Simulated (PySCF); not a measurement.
# [Ce(S2)]+ at several levels of theory

Computed with PySCF 2.14.0 (density fitting, no spin-orbit coupling) at the geometry relaxed with TPSS:

```xyz
3
[Ce(S2)]+ (singlet in the valence; each metal's 4f electrons, 1 of them, lie in its core potential, out of spins and levels)
Ce    0.0000    0.0000   -0.6283
S     1.0797    0.0000    1.6917
S    -1.0797    0.0000    1.6917
```

```tsv
level	basis	state	HOMO (eV)	gap (eV)	charge on Ce1 (e)	population of f-type functions on Ce1 (polarisation alone where 4f lies in the core)	dipole about the centre of mass (D)	largest force component (eV/Å)
TPSS	Ce lcecp-1-SVP with ECP47, S def2-SVP	singlet	-9.73	2.06	1.21	0.03	8.11	0.00
TPSS	Ce lcecp-1-TZVP with ECP47, S def2-TZVP	singlet	-9.58	2.04	1.40	0.04	7.96	0.59
```

In the lcecp rows the 4f levels are missing from HOMO and gap, and the state counts the valence alone.

Charges are Mulliken's, which hang on the basis. The relaxation used the grid (50, 194), these runs (75, 302) or, all-electron (x2c bases, spin-free X2C Hamiltonian), (99, 590).

**Question.** Order these levels, in the first row's basis, by the HOMO–LUMO gap they give here, smallest first.
A. r2SCAN
B. M06-L
C. B3LYP
D. TPSSh

**Answer.** A (2.35 eV), B (2.52 eV), D (2.68 eV), C (2.95 eV).

**Question.** And their other results?

**Answer.** 
```
 level    state  HOMO (eV)  gap (eV)  charge on Ce1 (e)  population of f-type functions on Ce1 (polarisation alone where 4f lies in the core)  dipole about the centre of mass (D)  largest force component (eV/Å)
 B3LYP  singlet     -10.38      2.95               1.17                                                                                  0.04                                 8.16                            0.13
 TPSSh  singlet     -10.09      2.68               1.24                                                                                  0.03                                 8.42                            0.20
 M06-L  singlet      -9.69      2.52               1.34                                                                                  0.03                                 8.74                            0.56
r2SCAN  singlet      -9.83      2.35               1.23                                                                                  0.03                                 8.33                            0.26
```

In the first row's basis the gap widens with exact exchange: 2.1 to 2.5 eV for TPSS, r2SCAN, M06-L (none); 2.7 to 3.0 eV for TPSSh, B3LYP (a fixed share).

No frequency check is given that shows the relaxed geometry to be a minimum. An lcecp potential fixes the number of 4f electrons, so in runs with it no electron can move into or out of that shell.
